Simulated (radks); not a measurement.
Fractional charge and spin in the 3s shell of aluminium: the spin-up occupation runs from 0 to 1 and the spin-down occupation from 0 to 1; the fullest corner is Al+, [Ne] 3s(up 1, down 1). Method: non-relativistic Kohn-Sham, PBE, spin-polarised, spherical densities, point nucleus; computed with a radial shooting solver on a logarithmic mesh with Libxc functionals. Energy (eV) minus the two flat planes that join the four corners (they meet along the diagonal where the two added fractions sum to one electron); zero is where a piecewise linear energy would lie.

down \ up       0    0.25     0.5    0.75       1
0           0.000  -0.822  -1.095  -0.821   0.000
0.25       -0.822  -0.965  -0.586   0.325  -0.744
0.5        -1.095  -0.586   0.432  -0.543  -0.994
0.75       -0.821   0.325  -0.543  -0.900  -0.746
1           0.000  -0.744  -0.994  -0.746   0.000

Corners above the fullest one (they belong to Al2+ and the next ion): (up 1, down 0) 18.760 eV, (up 0, down 1) 18.760 eV, (up 0, down 0) 47.581 eV. With half an added electron in each spin the energy lies 0.432 eV from the planes (fractional-spin error, the static-correlation error of a stretched bond), and with half an added electron in spin up alone -1.095 eV (fractional-charge error). For a frontier s shell over closed shells the exact functional lies on the planes.
